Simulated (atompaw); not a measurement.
## Building the PAW (atompaw) potential for tin (PBE, non-relativistic).

| Item | Value |
| --- | --- |
| Element | tin (Sn) |
| Generator | atompaw 4.2.0.5 |
| Type | PAW |
| Functional | PBE |
| Relativity | non-relativistic |
| Frozen core | [Kr] 4d10 |
| Valence charge | 4 |
| Reference configuration | 5s2 5p2 |
| Partial waves | 5s (bound): rc 1.90 bohr; 5s channel at 2.8 Ry: rc 1.90 bohr; 5p (bound): rc 1.90 bohr; 5p channel at 0.05 Ry: rc 1.90 bohr; 5d channel at -0.15 Ry: rc 1.55 bohr; 5d channel at 2.15 Ry: rc 1.90 bohr |
| Local potential | troulliermartins scheme with l = 3 at 0.5 Ry, radius 1.75 bohr |
| Core correction | smooth core density matched at 1.75 bohr |
| Augmentation charge | sinc compensation charge, radius 1.65 bohr; PAW radius 1.90 bohr; waves and projectors: custom polynom gramschmidtortho |

All-electron outer shells of the reference configuration (PBE, non-relativistic, ld1.x):

```
shell  level (eV)  outermost node (bohr)  outermost maximum (bohr)
   4p      -87.55                   0.41                      0.80
   4d      -27.28                   0.39                      0.88
   5s       -9.81                   1.02                      2.09
   5p       -3.77                   1.10                      2.59
```

**Question.** Estimate the cutoffs (Ry, on a coarse ladder) from which the occupation-weighted sum of valence levels, in a spherical-Bessel basis at the reference potential, stays within 10 and 1 mRy of its value at 400 Ry.

**Answer.** 18 Ry and 30 Ry.

**Question.** What does a ghost test show?

**Answer.** Ghost states, extra bound levels that the all-electron valence spectrum of the same l lacks: s at -167.3 eV, p at -88.3 eV, d at -29.1 eV. A true bound ghost makes a file unfit for plane-wave use.

**Question.** Is the overlap operator S = 1 + Σ q|β⟩⟨β| positive definite (Bessel basis up to 400 Ry)?

**Answer.** Yes: its lowest eigenvalue is 0.19 (s channel).
